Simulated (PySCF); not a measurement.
Li(Me) cation (CH₃Li), SMILES [Li][CH3] (connectivity only; charge and spin as stated), charge +1, multiplicity 2. Atoms are numbered in the order given.

```xyz
5

Li     0.0000     0.0000    -1.7324
C      0.0000     0.0000     0.5362
H     -0.9354     0.5400     0.6600
H      0.9354     0.5400     0.6600
H      0.0000    -1.0801     0.6600
```
Charge +1, spin multiplicity 2.

Coordinates come from a ωB97X-D3(BJ)/def2-TZVPD optimisation. The multiplicity is an assumed one; other spin states were not compared. The isomer is the one that the SMILES or the coordinates give; other isomers of the formula were not compared.

These are PySCF with TDA-M06-2X/def2-TZVPD values and carry that method's errors.

Vertical excitations; the highest root listed may be one member of a degenerate set. The molecule is in vacuum.

Computed lowest excited states:
```
state    energy (eV)  λ (nm)      f                                     main pairs
-------  -----------  ------  -----  ---------------------------------------------
root 1          5.51     225  0.000                               β HOMO→LUMO 86 %
root 2          5.51     225  0.000                             β HOMO−1→LUMO 86 %
root 3          6.17     201  0.045                               α HOMO→LUMO 95 %
root 4          7.57     164  0.037                 α HOMO→LUMO+1 (degenerate set)
root 5          7.57     164  0.037                 α HOMO→LUMO+2 (degenerate set)
root 6          8.06     154  0.016                             α HOMO→LUMO+3 88 %
root 7          9.66     128  0.009  α HOMO→LUMO+9, α HOMO→LUMO+4 (degenerate set)
root 8          9.66     128  0.009  α HOMO→LUMO+8, α HOMO→LUMO+5 (degenerate set)
root 9         10.14     122  0.014               β HOMO−1→LUMO+1 (degenerate set)
root 10        10.14     122  0.014                 β HOMO→LUMO+1 (degenerate set)
```
Unrestricted roots are not spin-pure.
